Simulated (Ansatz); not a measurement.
Input for Ansatz (a quantum-chemistry and plane-wave program): U-PBE0/def2-TZVPP on SiN, 2S+1 = 2, a spin state set in the input, which need not be the lowest, a point of a bond scan (R = 1.570 Å).

Ansatz 0.2 input:
```yaml
crystal:
  periodic: [false, false, false]
  atoms:
    - {symbol: N, position_ang: [0.00000000, 0.00000000, 0.00000000]}
    - {symbol: Si, position_ang: [0.00000000, 0.00000000, 1.56977700]}
basis:
  gaussian:
    orbitals: def2-TZVPP
    pivot_positions_ang: [[0.00000000, 0.00000000, 0.00000000], [0.00000000, 0.00000000, 1.56977700]]
hamiltonian:
  xc: {name: PBE0}
magnetization: {spin_polarized: true, initial_magnetization: 1}
output: {forces: true, orbitals: {seedname: ./end}}
```

The log:

```
Functional definition: PBE0
[...]
integrals: 0.01 GiB planned
446 factors; their error is unknown
mean field: 0.20 GiB planned
mean field evaluation 1: about -9343.7130 eV, gradient 5.6e1 eV
mean field evaluation 2: about -9221.1470 eV, gradient 1.2e2 eV
mean field evaluation 4: about -9359.2927 eV, gradient 5.1e0 eV
mean field evaluation 8: about -9359.5243 eV, gradient 2.0e-1 eV
mean field evaluation 16: about -9359.5464 eV, gradient 1.5e-3 eV
mean field evaluation 32: about -9359.5464 eV, gradient 5.1e-6 eV
mean field -9359.54643461 eV, -343.9569873437 hartree, gradient 5.1e-6 eV, S^2 0.781664; 1 other end points of the search recorded, 0 dependent functions left out
the calculation of the forces begins
reference -9359.54645320 eV, -343.9569880268 hartree; 11, 10 occupied and 62, 63 virtual orbitals, 446 factors
Total energy: -9359.54645320 eV, -343.9569880268 hartree
Atom 0 at     0.000000     0.000000     0.000000 Å, force    -0.000000    -0.000000     0.301820 eV/Å
Atom 1 at     0.000000     0.000000     1.569777 Å, force     0.000000     0.000000    -0.301820 eV/Å
Dipole moment:     0.000000     0.000000     0.555645 e Å
```

The calculation finished and met its thresholds.

Cost: about 4 core-seconds (a rough figure).
